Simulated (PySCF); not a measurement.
Cl$_{4}$Pt (SMILES [Cl][Pt-2]([Cl])([Cl])[Cl]), charge -2, singlet, at a GFN2-xTB geometry (such geometries of metal compounds can be far from the true shape) (core potentials on Pt); DF-HF/def2-SV(P) run with PySCF.

Here is a job for PySCF.
```python
from pyscf import gto, scf

mol = gto.M(
    atom='''
Pt    0.000000   -0.000000    0.000000
Cl    2.154161   -0.886434    0.054914
Cl    0.886524    2.154813    0.006996
Cl   -2.154161    0.886434   -0.054914
Cl   -0.886524   -2.154813   -0.006996
''',
    basis='def2-sv(p)',
    ecp={'Pt': 'def2-sv(p)'},
    charge=-2,
    spin=0,
    verbose=4,
    symmetry=True,
)

mf = scf.RHF(mol)
mf.irrep_nelec = {'Ag': 32, 'Bg': 12, 'Au': 10, 'Bu': 34}
mf = mf.density_fit(auxbasis='def2-universal-jkfit')
mf.kernel()
mf.analyze()
```

Output, abridged:

```
PySCF version 2.14.0

[INPUT] verbose = 4
[INPUT] num. atoms = 5
[INPUT] num. electrons = 88
[INPUT] charge = -2
[INPUT] spin (= nelec alpha-beta = 2S) = 0
[INPUT] symmetry True subgroup None
[INPUT] Mole.unit = angstrom
[INPUT] Symbol           X                Y                Z      unit          X                Y                Z       unit  Magmom
[...]
nuclear repulsion = 529.257349316394
point group symmetry = C2h
symmetry origin: [ 0.00000000e+00  0.00000000e+00 -1.90106682e-19]
symmetry axis x: [ 0.90836392 -0.41752386  0.0234269 ]
symmetry axis y: [-0.41755104 -0.90864487 -0.00395319]
symmetry axis z: [ 0.02293728 -0.00619099 -0.99971774]
num. orbitals of irrep Ag = 38
num. orbitals of irrep Bg = 14
num. orbitals of irrep Au = 13
num. orbitals of irrep Bu = 32
number of shells = 43
number of NR pGTOs = 194
number of NR cGTOs = 97
basis = def2-sv(p)
ecp = {'Pt': 'def2-sv(p)'}

******** <class 'pyscf.df.df_jk.DFSymAdaptedRHF'> ********
method = DFSymAdaptedRHF
initial guess = minao
damping factor = 0
level_shift factor = 0
DIIS = <class 'pyscf.scf.diis.CDIIS'>
diis_start_cycle = 1
diis_space = 8
diis_damp = 0
SCF conv_tol = 1e-09
SCF conv_tol_grad = None
SCF max_cycles = 50
direct_scf = False
Freeze 88 electrons in irreps ['Ag', 'Bg', 'Au', 'Bu']
    0 free electrons in irreps
Set gradient conv threshold to 3.16228e-05
Initial guess from minao.
******** <class 'pyscf.df.df.DF'> ********
auxbasis = def2-universal-jkfit
init E= -1943.69266859008
HOMO (Bu) = -0.0624752925476847  LUMO (Ag) = -0.667669455868212  gap/eV = -16.46817

WARN: Ag LUMO -0.667669455868212 < system HOMO -0.0624752925476847

WARN: Au LUMO -0.163319741805218 < system HOMO -0.0624752925476847

WARN: Bu HOMO -0.0624752925476847 > system LUMO -0.667669455868212

WARN: Bu LUMO -0.0624752840220869 < system HOMO -0.0624752925476847

cycle= 1 E= -1954.58319570727  delta_E= -10.9  |g|=  1.3  |ddm|= 12.3
HOMO (Bu) = 0.389030079595444  LUMO (Ag) = 0.29884307502342  gap/eV = -2.45411

WARN: Ag LUMO 0.29884307502342 < system HOMO 0.389030079595444

WARN: Bg HOMO 0.303820030173007 > system LUMO 0.29884307502342

WARN: Bu HOMO 0.389030079595444 > system LUMO 0.29884307502342

cycle= 2 E= -1953.66175262316  delta_E= 0.921  |g|= 2.47  |ddm|= 3.83
HOMO (Bu) = 0.350333885372595  LUMO (Ag) = 0.0315029028883478  gap/eV = -8.67583

WARN: Ag LUMO 0.0315029028883478 < system HOMO 0.350333885372595

WARN: Bu HOMO 0.350333885372595 > system LUMO 0.0315029028883478

cycle= 3 E= -1955.07095682411  delta_E= -1.41  |g|= 0.312  |ddm|= 2.96
HOMO (Bu) = 0.340167585260305  LUMO (Ag) = 0.0432427271313571  gap/eV = -8.07974

WARN: Ag LUMO 0.0432427271313571 < system HOMO 0.340167585260305

WARN: Bu HOMO 0.340167585260305 > system LUMO 0.0432427271313571

cycle= 4 E= -1955.11163882664  delta_E= -0.0407  |g|= 0.0874  |ddm|= 0.604
HOMO (Bu) = 0.342890057567939  LUMO (Ag) = 0.0704022205984529  gap/eV = -7.41477

WARN: Ag LUMO 0.0704022205984529 < system HOMO 0.342890057567939

WARN: Bu HOMO 0.342890057567939 > system LUMO 0.0704022205984529

cycle= 5 E= -1955.11784165173  delta_E= -0.0062  |g|= 0.0596  |ddm|= 0.304
HOMO (Bu) = 0.341339261130158  LUMO (Ag) = 0.0745129387964454  gap/eV = -7.26071

WARN: Ag LUMO 0.0745129387964454 < system HOMO 0.341339261130158

WARN: Bu HOMO 0.341339261130158 > system LUMO 0.0745129387964454

cycle= 6 E= -1955.11976447564  delta_E= -0.00192  |g|= 0.0323  |ddm|= 0.19
HOMO (Bu) = 0.339726122551638  LUMO (Ag) = 0.0728882157209512  gap/eV = -7.26103

WARN: Ag LUMO 0.0728882157209512 < system HOMO 0.339726122551638

WARN: Bu HOMO 0.339726122551638 > system LUMO 0.0728882157209512

cycle= 7 E= -1955.12116045382  delta_E= -0.0014  |g|= 0.0257  |ddm|= 0.219
HOMO (Bu) = 0.339091785129342  LUMO (Ag) = 0.0727995939877104  gap/eV = -7.24618

WARN: Ag LUMO 0.0727995939877104 < system HOMO 0.339091785129342

WARN: Bu HOMO 0.339091785129342 > system LUMO 0.0727995939877104

cycle= 8 E= -1955.1223115311  delta_E= -0.00115  |g|= 0.0243  |ddm|= 0.181
HOMO (Bu) = 0.339867899558282  LUMO (Ag) = 0.0729178396756396  gap/eV = -7.26408

WARN: Ag LUMO 0.0729178396756396 < system HOMO 0.339867899558282

WARN: Bu HOMO 0.339867899558282 > system LUMO 0.0729178396756396

cycle= 9 E= -1955.12073690435  delta_E= 0.00157  |g|= 0.0233  |ddm|= 0.228
HOMO (Bu) = 0.340488552364652  LUMO (Ag) = 0.0734903635781166  gap/eV = -7.26539

WARN: Ag LUMO 0.0734903635781166 < system HOMO 0.340488552364652

WARN: Bu HOMO 0.340488552364652 > system LUMO 0.0734903635781166

cycle= 10 E= -1955.11945875892  delta_E= 0.00128  |g|= 0.0245  |ddm|= 0.183
HOMO (Bu) = 0.34053765425703  LUMO (Ag) = 0.072604673502795  gap/eV = -7.29083

WARN: Ag LUMO 0.072604673502795 < system HOMO 0.34053765425703

WARN: Bu HOMO 0.34053765425703 > system LUMO 0.072604673502795

cycle= 11 E= -1955.1192659572  delta_E= 0.000193  |g|= 0.0217  |ddm|= 0.0564
HOMO (Bu) = 0.338106895022705  LUMO (Ag) = 0.0673060503985141  gap/eV = -7.36887

WARN: Ag LUMO 0.0673060503985141 < system HOMO 0.338106895022705

WARN: Bu HOMO 0.338106895022705 > system LUMO 0.0673060503985141

cycle= 12 E= -1955.12157005835  delta_E= -0.0023  |g|= 0.0204  |ddm|= 0.669
HOMO (Bu) = 0.337748281061879  LUMO (Ag) = 0.0679307450180886  gap/eV = -7.34211

WARN: Ag LUMO 0.0679307450180886 < system HOMO 0.337748281061879

WARN: Bu HOMO 0.337748281061879 > system LUMO 0.0679307450180886

cycle= 13 E= -1955.12201659659  delta_E= -0.000447  |g|= 0.0177  |ddm|= 0.111
HOMO (Bu) = 0.333849248668997  LUMO (Ag) = 0.0767609357045274  gap/eV = -6.99573

WARN: Ag LUMO 0.0767609357045274 < system HOMO 0.333849248668997

WARN: Bu HOMO 0.333849248668997 > system LUMO 0.0767609357045274

cycle= 14 E= -1955.12574870036  delta_E= -0.00373  |g|= 0.0295  |ddm|= 0.974
HOMO (Bu) = 0.334920725882779  LUMO (Ag) = 0.072234630076494  gap/eV = -7.14805

WARN: Ag LUMO 0.072234630076494 < system HOMO 0.334920725882779

WARN: Bu HOMO 0.334920725882779 > system LUMO 0.072234630076494

[...]

WARN: Ag LUMO 0.0915705394409656 < system HOMO 0.332274799503662

WARN: Bu HOMO 0.332274799503662 > system LUMO 0.0915705394409656

cycle= 33 E= -1955.12673863509  delta_E= -0.000758  |g|= 0.0692  |ddm|= 0.244
HOMO (Bu) = 0.337038748815117  LUMO (Ag) = 0.0712822937789781  gap/eV = -7.23160

WARN: Ag LUMO 0.0712822937789781 < system HOMO 0.337038748815117

WARN: Bu HOMO 0.337038748815117 > system LUMO 0.0712822937789781

cycle= 34 E= -1955.12286927087  delta_E= 0.00387  |g|= 0.018  |ddm|= 1.28
HOMO (Bu) = 0.340765080247254  LUMO (Ag) = 0.0827158235059073  gap/eV = -7.02188

WARN: Ag LUMO 0.0827158235059073 < system HOMO 0.340765080247254

WARN: Bu HOMO 0.340765080247254 > system LUMO 0.0827158235059073

cycle= 35 E= -1955.11951238497  delta_E= 0.00336  |g|= 0.0511  |ddm|= 0.734
HOMO (Bu) = 0.337212341127782  LUMO (Ag) = 0.0808348803512757  gap/eV = -6.97639

WARN: Ag LUMO 0.0808348803512757 < system HOMO 0.337212341127782

WARN: Bu HOMO 0.337212341127782 > system LUMO 0.0808348803512757

cycle= 36 E= -1955.12317557516  delta_E= -0.00366  |g|= 0.0419  |ddm|= 0.523
HOMO (Bu) = 0.335165179334348  LUMO (Ag) = 0.0840159410555117  gap/eV = -6.83412

WARN: Ag LUMO 0.0840159410555117 < system HOMO 0.335165179334348

WARN: Bu HOMO 0.335165179334348 > system LUMO 0.0840159410555117

cycle= 37 E= -1955.1244189121  delta_E= -0.00124  |g|= 0.0512  |ddm|= 0.213
HOMO (Bu) = 0.335005064756212  LUMO (Ag) = 0.0841772784131933  gap/eV = -6.82537

WARN: Ag LUMO 0.0841772784131933 < system HOMO 0.335005064756212

WARN: Bu HOMO 0.335005064756212 > system LUMO 0.0841772784131933

cycle= 38 E= -1955.12448616468  delta_E= -6.73e-05  |g|= 0.0516  |ddm|= 0.0165
HOMO (Bu) = 0.334649538033897  LUMO (Ag) = 0.0848597450713129  gap/eV = -6.79713

WARN: Ag LUMO 0.0848597450713129 < system HOMO 0.334649538033897

WARN: Bu HOMO 0.334649538033897 > system LUMO 0.0848597450713129

cycle= 39 E= -1955.12491412199  delta_E= -0.000428  |g|= 0.0541  |ddm|= 0.194
HOMO (Bu) = 0.33473519588873  LUMO (Ag) = 0.085748558701269  gap/eV = -6.77527

WARN: Ag LUMO 0.085748558701269 < system HOMO 0.33473519588873

WARN: Bu HOMO 0.33473519588873 > system LUMO 0.085748558701269

cycle= 40 E= -1955.12445983441  delta_E= 0.000454  |g|= 0.0571  |ddm|= 0.126
HOMO (Bu) = 0.334037617532717  LUMO (Ag) = 0.0872944998624945  gap/eV = -6.71422

WARN: Ag LUMO 0.0872944998624945 < system HOMO 0.334037617532717

WARN: Bu HOMO 0.334037617532717 > system LUMO 0.0872944998624945

cycle= 41 E= -1955.12495868974  delta_E= -0.000499  |g|= 0.0622  |ddm|= 0.153
HOMO (Bu) = 0.333713993217438  LUMO (Ag) = 0.088203391322125  gap/eV = -6.68068

WARN: Ag LUMO 0.088203391322125 < system HOMO 0.333713993217438

WARN: Bu HOMO 0.333713993217438 > system LUMO 0.088203391322125

cycle= 42 E= -1955.12519885009  delta_E= -0.00024  |g|= 0.0648  |ddm|= 0.0701
HOMO (Bu) = 0.334315287489679  LUMO (Ag) = 0.0845770851607313  gap/eV = -6.79572

WARN: Ag LUMO 0.0845770851607313 < system HOMO 0.334315287489679

WARN: Bu HOMO 0.334315287489679 > system LUMO 0.0845770851607313

cycle= 43 E= -1955.12543367009  delta_E= -0.000235  |g|= 0.0531  |ddm|= 0.0704
HOMO (Bu) = 0.341574468061299  LUMO (Ag) = 0.0988184927433053  gap/eV = -6.60573

WARN: Ag LUMO 0.0988184927433053 < system HOMO 0.341574468061299

WARN: Bu HOMO 0.341574468061299 > system LUMO 0.0988184927433053

cycle= 44 E= -1955.1130437091  delta_E= 0.0124  |g|= 0.112  |ddm|= 1.18
HOMO (Bu) = 0.334892765741622  LUMO (Ag) = 0.081867892290191  gap/eV = -6.88516

WARN: Ag LUMO 0.081867892290191 < system HOMO 0.334892765741622

WARN: Bu HOMO 0.334892765741622 > system LUMO 0.081867892290191

cycle= 45 E= -1955.12465363124  delta_E= -0.0116  |g|= 0.0435  |ddm|= 1.15
HOMO (Bu) = 0.334713678843344  LUMO (Ag) = 0.0824392055681926  gap/eV = -6.86474

WARN: Ag LUMO 0.0824392055681926 < system HOMO 0.334713678843344

WARN: Bu HOMO 0.334713678843344 > system LUMO 0.0824392055681926

cycle= 46 E= -1955.12477029025  delta_E= -0.000117  |g|= 0.046  |ddm|= 0.206
HOMO (Bu) = 0.334962721616145  LUMO (Ag) = 0.081679976176261  gap/eV = -6.89217

WARN: Ag LUMO 0.081679976176261 < system HOMO 0.334962721616145

WARN: Bu HOMO 0.334962721616145 > system LUMO 0.081679976176261

cycle= 47 E= -1955.12439043009  delta_E= 0.00038  |g|= 0.0447  |ddm|= 0.0668
HOMO (Bu) = 0.335196943868815  LUMO (Ag) = 0.0809985437375076  gap/eV = -6.91709

WARN: Ag LUMO 0.0809985437375076 < system HOMO 0.335196943868815

WARN: Bu HOMO 0.335196943868815 > system LUMO 0.0809985437375076

cycle= 48 E= -1955.12428708924  delta_E= 0.000103  |g|= 0.0422  |ddm|= 0.235
HOMO (Bu) = 0.334810766185005  LUMO (Ag) = 0.0810956680661974  gap/eV = -6.90394

WARN: Ag LUMO 0.0810956680661974 < system HOMO 0.334810766185005

WARN: Bu HOMO 0.334810766185005 > system LUMO 0.0810956680661974

cycle= 49 E= -1955.12515943872  delta_E= -0.000872  |g|= 0.043  |ddm|= 0.295
HOMO (Bu) = 0.335508452531392  LUMO (Ag) = 0.0818791529759153  gap/eV = -6.90160

WARN: Ag LUMO 0.0818791529759153 < system HOMO 0.335508452531392

WARN: Bu HOMO 0.335508452531392 > system LUMO 0.0818791529759153

cycle= 50 E= -1955.12383220169  delta_E= 0.00133  |g|= 0.046  |ddm|= 0.196
SCF not converged.
SCF energy = -1955.12383220169
**** SCF Summaries ****
Total Energy =                       -1955.123832201691812
Nuclear Repulsion Energy =             529.257349316394311
One-electron Energy =                -3830.863778267809721
Two-electron Energy =                 1346.482596749723598
Two-electron Coulomb Energy =         1467.469819759494612
DFT Exchange-Correlation Energy =     -120.987223009771014
HOMO-LUMO gap [eV] =                    -6.901604776186286
Wave-function symmetry = Ag
occupancy for each irrep:     Ag   Bg   Au   Bu
                              16    6    5   17
**** MO energy ****
[...]
WARN: System has nonzero charge -2; the dipole moment is origin-dependent.
Location of origin: [0. 0. 0.]

Dipole moment(X, Y, Z, Debye): -0.00000,  0.00000, -0.00000
```

The run did not converge; its last values are not results.
